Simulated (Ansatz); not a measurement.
Pb₄S₃. Charge 0, multiplicity 1. Geometry relaxed at r2SCAN-D4/def2-SVP.

```xyz
7

Pb    1.8414    0.2227    0.9496
Pb   -1.9637    0.1510    1.1615
Pb   -0.5478   -1.9299   -1.0969
Pb   -0.6437    1.3973   -1.6914
S     1.4775   -0.2639   -1.7157
S    -0.0273   -1.6848    1.5352
S    -0.1365    2.1076    0.8577
```

In the def2 sets Pb takes a core potential; there is no spin–orbit coupling. The structure comes from a short search, and lower isomers may exist.

Task: Estimate the harmonic wavenumbers at RKS r2SCAN-D4/def2-SVP (Ansatz, unscaled). Is this a minimum?

Result: 55, 55, 77, 77, 80, 102, 190, 199, 199, 215, 215, 266, 275, 275, 293 cm⁻¹. Yes, no mode is imaginary beyond noise. Zero-point energy 15.4 kJ/mol. It took 3 min on 4 threads of Arm Neoverse V1 on a shared host.
